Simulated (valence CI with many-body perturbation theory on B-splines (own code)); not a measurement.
## Tm LXV: electric-dipole lines

Level of theory: configuration interaction combined with many-body perturbation theory (CI+MBPT): three valence electrons over a frozen Dirac-Fock core [He], a basis of 11 s, 11 p, 10 d, 8 f, 5 g, 2 h functions for each j, with the one-electron correlation potential Σ1 (screened to all orders), the two-electron term Σ2, the three-electron term Σ3, Breit, model QED; selected single and double excitations, second order for the rest, scaled by the run's own slope (own B-spline code, finite nucleus).

No measured spectrum was set against this ion. As an estimate, large intervals hold to a few tenths of a per cent, small ones and those within an open d or f shell to about a per cent.

Lines 201 to 250 of 577 in falling wavelength, among levels below 961.73 Ry, chosen from the strongest by gf and those to the six lowest levels. Wavelengths and rates use the calculated energies. Electric multipoles are in the length gauge, E1 and E2 with the static RPA response of the core. Weak lines are less certain than strong ones. Lines between different terms over intervals too small for the method are left out, as are lines whose strength nearly cancels.

Levels are named by their leading jj configuration (3d3/2^4 stands for four electrons in 3d with j = 3/2), which in mixed levels can hold well under half, so a name can repeat and another be missing. Letters in brackets count levels of one name in rising energy.

```csv
λ vac (nm),Upper,Lower,A (s⁻¹),S (a.u.) with core polarisation,S without
0.9398,(2s 2p3/2 3s) J=1/2,(2s^2 3s) J=1/2,6.06e+12,4.96e-03,4.97e-03
0.9391,(2s 2p3/2 3p1/2) J=3/2 [b],(2s^2 3p1/2) J=1/2,5.76e+12,9.42e-03,9.43e-03
0.9386,(2s 2p3/2 3d5/2) J=5/2 [a],(2s^2 3d3/2) J=3/2,1.22e+12,2.98e-03,2.98e-03
0.9384,(2s 2p3/2 3d5/2) J=5/2 [b],(2s^2 3d5/2) J=5/2,5.07e+12,1.24e-02,1.24e-02
0.9384,(2p3/2^2 3p3/2) J=3/2 [b],(2s 2p3/2 3p3/2) J=5/2 [b],3.83e+12,6.25e-03,6.26e-03
0.9380,(2p1/2 2p3/2 3p3/2) J=5/2 [b],(2s 2p1/2 3p3/2) J=3/2 [b],2.04e+12,4.99e-03,5.00e-03
0.9379,(2p1/2 2p3/2 3d3/2) J=3/2 [a],(2s 2p1/2 3d3/2) J=3/2 [a],3.43e+12,5.58e-03,5.59e-03
0.9374,(2p3/2^2 3s) J=1/2,(2s 2p3/2 3s) J=1/2,3.19e+12,2.59e-03,2.59e-03
0.9371,(2p3/2^2 3d5/2) J=5/2 [b],(2s 2p3/2 3d5/2) J=7/2 [b],3.73e+12,9.08e-03,9.10e-03
0.9371,(2p1/2 2p3/2 3d3/2) J=5/2 [a],(2s 2p1/2 3d3/2) J=3/2 [a],1.92e+12,4.68e-03,4.69e-03
0.9366,(2p1/2 2p3/2 3d5/2) J=7/2 [b],(2s 2p1/2 3d5/2) J=7/2,2.09e+12,6.78e-03,6.79e-03
0.9364,(2p1/2 2p3/2 3d5/2) J=1/2,(2s 2p1/2 3d5/2) J=3/2,4.24e+12,3.44e-03,3.44e-03
0.9362,(2p1/2 2p3/2 3p1/2) J=3/2 [a],(2s 2p1/2 3p1/2) J=1/2 [a],2.47e+12,4.00e-03,4.01e-03
0.9362,(2p1/2 2p3/2 3p3/2) J=5/2 [b],(2s 2p1/2 3p3/2) J=5/2,1.83e+12,4.44e-03,4.45e-03
0.9361,(2s 2p3/2 3d3/2) J=1/2 [b],(2s^2 3d3/2) J=3/2,5.86e+12,4.74e-03,4.75e-03
0.9359,(2s 2p3/2 3p3/2) J=3/2 [b],(2s^2 3p3/2) J=3/2,5.73e+12,9.28e-03,9.29e-03
0.9358,(2p3/2^2 3p3/2) J=5/2,(2s 2p3/2 3p3/2) J=3/2 [a],1.46e+12,3.54e-03,3.54e-03
0.9357,(2s 2p3/2 3s) J=3/2 [b],(2s^2 3s) J=1/2,5.69e+12,9.20e-03,9.22e-03
0.9357,(2s 2p3/2 3d5/2) J=3/2 [b],(2s^2 3d5/2) J=5/2,5.91e+12,9.56e-03,9.57e-03
0.9353,(2p1/2 2p3/2 3d5/2) J=3/2 [a],(2s 2p1/2 3d5/2) J=5/2 [a],1.84e+12,2.98e-03,2.98e-03
0.9347,(2p3/2^2 3d3/2) J=3/2 [b],(2s 2p3/2 3d3/2) J=3/2 [b],1.64e+12,2.65e-03,2.65e-03
0.9346,(2p1/2 2p3/2 3s) J=3/2 [a],(2s 2p1/2 3s) J=1/2 [a],3.40e+12,5.48e-03,5.49e-03
0.9343,(2p1/2 2p3/2 3d5/2) J=5/2 [a],(2s 2p1/2 3d5/2) J=5/2 [a],1.58e+12,3.82e-03,3.83e-03
0.9338,(2p1/2 2p3/2 3d3/2) J=1/2 [a],(2s 2p1/2 3d3/2) J=3/2 [a],4.39e+12,3.53e-03,3.54e-03
0.9333,(2s 2p3/2 3p3/2) J=1/2 [b],(2s^2 3p3/2) J=3/2,5.62e+12,4.51e-03,4.52e-03
0.9307,(2p3/2^2 3s) J=3/2,(2s 2p3/2 3s) J=3/2 [a],3.65e+12,5.81e-03,5.82e-03
0.9302,(2p3/2^2 3d3/2) J=3/2 [a],(2s 2p3/2 3d3/2) J=3/2 [a],2.00e+12,3.18e-03,3.18e-03
0.9297,(2p3/2^2 3d5/2) J=5/2 [a],(2s 2p3/2 3d5/2) J=3/2 [a],1.09e+12,2.60e-03,2.61e-03
0.9297,(2p3/2^2 3d3/2) J=7/2,(2s 2p3/2 3d3/2) J=7/2,3.59e+12,1.14e-02,1.14e-02
0.9277,(2p3/2^2 3p3/2) J=7/2,(2s 2p3/2 3p3/2) J=7/2,3.84e+12,1.21e-02,1.21e-02
0.9276,(2p3/2^2 3p1/2) J=3/2,(2s 2p3/2 3p1/2) J=3/2 [a],4.09e+12,6.44e-03,6.45e-03
0.9275,(2p3/2^2 3p1/2) J=5/2,(2s 2p3/2 3p1/2) J=5/2,4.21e+12,9.96e-03,9.97e-03
0.9263,(2p3/2^2 3d3/2) J=3/2 [a],(2s 2p3/2 3d3/2) J=5/2 [a],1.67e+12,2.61e-03,2.62e-03
0.9263,(2p3/2^2 3d5/2) J=7/2,(2s 2p3/2 3d5/2) J=9/2,1.14e+12,3.57e-03,3.58e-03
0.9263,(2s 2p1/2 2p3/2) J=1/2,(2s^2 2p1/2) J=1/2,6.59e+12,5.17e-03,5.18e-03
0.9260,(2p1/2 2p3/2^2) J=3/2,(2s 2p1/2 2p3/2) J=5/2,5.19e+11,8.14e-04,8.15e-04
0.9259,(2p3/2^2 3d5/2) J=9/2,(2s 2p3/2 3d5/2) J=9/2,3.58e+12,1.40e-02,1.40e-02
0.9250,(2p3/2^2 3d3/2) J=5/2,(2s 2p3/2 3d3/2) J=5/2 [a],2.45e+12,5.75e-03,5.76e-03
0.9249,(2s 2p1/2 2p3/2) J=3/2 [b],(2s^2 2p1/2) J=1/2,5.90e+12,9.21e-03,9.23e-03
0.9244,(2s 2p3/2 3d5/2) J=3/2 [a],(2s^2 3d3/2) J=3/2,1.79e+12,2.78e-03,2.79e-03
0.9222,(2p1/2 2p3/2 3d5/2) J=5/2 [b],(2s 2p1/2 3d5/2) J=5/2 [a],1.10e+12,2.56e-03,2.56e-03
0.9213,(2p1/2 2p3/2^2) J=1/2,(2s 2p1/2 2p3/2) J=3/2 [b],6.77e+12,5.22e-03,5.23e-03
0.9209,(2p3/2^2 3s) J=5/2,(2s 2p3/2 3s) J=5/2,4.13e+12,9.56e-03,9.58e-03
0.9203,(2p3/2^2 3d5/2) J=5/2 [a],(2s 2p3/2 3d5/2) J=7/2 [a],2.09e+12,4.83e-03,4.84e-03
0.9199,(2p1/2 2p3/2^2) J=1/2,(2s 2p1/2 2p3/2) J=1/2,3.11e+12,2.39e-03,2.39e-03
0.9178,(2p1/2^2 2p3/2) J=3/2,(2s 2p1/2^2) J=1/2,4.39e+12,6.71e-03,6.72e-03
0.9174,(2s 2p3/2^2) J=1/2,(2s^2 2p3/2) J=3/2,5.23e+12,3.98e-03,3.99e-03
0.9169,(2s 2p3/2^2) J=3/2,(2s^2 2p3/2) J=3/2,9.53e+12,1.45e-02,1.45e-02
0.9146,(2p3/2^2 3p3/2) J=3/2 [a],(2s 2p3/2 3p3/2) J=5/2 [a],1.76e+12,2.65e-03,2.66e-03
0.9140,(2p3/2^2 3d5/2) J=3/2,(2s 2p3/2 3d5/2) J=5/2 [a],2.25e+12,3.39e-03,3.40e-03
```
